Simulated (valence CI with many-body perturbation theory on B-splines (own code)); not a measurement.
Ag XVI: E2, M1, M2 decay

Calculated by valence CI with perturbative core correlation (CI+MBPT): four valence electrons over a frozen Dirac-Fock core [Ar] 3d10, a basis of 11 s, 11 p, 10 d, 8 f, 5 g, 2 h functions for each j, with the one-electron correlation potential Σ1, the two-electron term Σ2, the three-electron term Σ3, Breit, model QED; selected CI, second order for the rest, scaled by the run's own slope (own B-spline code, finite nucleus).

No measured levels were compared; by estimate levels hold to about 250 cm⁻¹ or 0.2 % of their energy and the worst to 1 %, as in measured heavy ions of charge 2 to 7; those with d or f electrons hold less well. Among the levels kept, up to 490 cm⁻¹ of a level comes from second order outside the variational space, and about a tenth of that is noise between levels of different J, which matters for small intervals.

Lines 1 to 14 of 14 in falling wavelength, among levels below 178.05 eV, chosen from the decays that carry over 1 % of a level's rate. Wavelengths and rates use the calculated energies, so an error of 1000 cm⁻¹ moves a line at 1812 Å by 1.8 % and its rate by three times that or more. Electric multipoles are in the length gauge, E1 and E2 with the static RPA response of the core. S is in atomic units (e²a₀⁴ for E2 and M2, e²a₀⁶ for E3), for M1 in squared Bohr magnetons. Weak lines are less certain than strong ones. Lines between different terms over intervals too small for the method are left out, as are lines whose strength nearly cancels.

Names give the largest LS component (configuration and term), which can be under half, so a name can repeat, a term be missing and a line seem to break the LS rules; names also repeat where a configuration has a term twice.

| λ vac (Å) | Upper | Lower | Type | A (s⁻¹) | S (a.u.) |
| --- | --- | --- | --- | --- | --- |
| 7105 | 4s²4p² ³P_2 | 4s²4p² ³P_1 | M1 | 2.08e+01 | 1.38e+00 |
| 2582 | 4s²4p4d ³F°_4 | 4s²4p4d ³F°_3 | M1 | 1.08e+03 | 6.21e+00 |
| 2307 | 4s²4p² ³P_1 | 4s²4p² ³P_0 | M1 | 1.24e+03 | 1.69e+00 |
| 1812 | 4s²4p² ¹D_2 | 4s²4p² ³P_2 | M1 | 1.69e+03 | 1.86e+00 |
| 1742 | 4s²4p² ³P_2 | 4s²4p² ³P_0 | E2 | 4.95e+00 | 3.54e-01 |
| 1444 | 4s²4p² ¹D_2 | 4s²4p² ³P_1 | M1 | 2.02e+03 | 1.13e+00 |
| 1077 | 4s²4p² ¹S_0 | 4s²4p² ³P_2 | E2 | 1.52e+02 | 1.97e-01 |
| 935.2 | 4s²4p² ¹S_0 | 4s²4p² ³P_1 | M1 | 1.05e+04 | 3.19e-01 |
| 578.6 | 4s²4p4d ³F°_4 | 4s4p³ ³P°_2 | E2 | 7.15e+01 | 3.73e-02 |
| 459.7 | 4s²4p4d ³F°_4 | 4s4p³ ³D°_3 | M1 | 9.02e+01 | 2.92e-03 |
| 426.7 | 4s²4p4d ³F°_4 | 4s4p³ ³D°_2 | E2 | 1.61e+02 | 1.83e-02 |
| 331.9 | 4s²4p4d ³F°_4 | 4s4p³ ⁵S°_2 | E2 | 2.23e+02 | 7.21e-03 |
| 200.5 | 4s²4p4d ³F°_4 | 4s²4p² ¹D_2 | M2 | 1.95e+02 | 5.07e-04 |
| 180.5 | 4s²4p4d ³F°_4 | 4s²4p² ³P_2 | M2 | 3.01e+01 | 4.64e-05 |
